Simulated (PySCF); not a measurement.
# Iodine: a sound run and one with changed settings

Sound run: I+ [Kr] 4d10 5s2 5p4, I(2+) [Kr] 4d10 5s2 5p3. Calculation: PySCF 2.14, in def2-TZVP with the def2 core potential (28 electrons) (6s5p3d2f, 50 functions); scalar relativity through the core potential. In the sound run the correlated levels freeze 4s2 4p6 4d10 outside the core potential. The sound run starts from symmetry-adapted Hartree-Fock orbitals and uses a fine grid where one is needed.

A second run was set up differently.

| species | method | sound run (hartree) | changed run (hartree) | converged |
| --- | --- | --- | --- | --- |
| I+ | MP2 | -296.39512 | -296.34768 | yes |
| I+ | CCSD(T) | -296.41562 | -296.35588 | yes |
| I(2+) | MP2 | -295.72317 | -295.67196 | yes |
| I(2+) | CCSD(T) | -295.73813 | -295.67604 | yes |

Ionisation energy of I+:

```tsv
method	sound run (eV)	changed run (eV)
UHF	17.688	17.688
MP2	18.285	18.387
SCS-MP2	18.344	18.530
CCSD	18.413	18.478
CCSD(T)	18.435	18.499
```

Problem. What was changed?
A. basis contracted for another Hamiltonian
B. too few SCF iterations
C. a valence shell is frozen
D. level shift left on

Solution. C. Freezing a valence shell removes pair correlation that changes on ionisation.
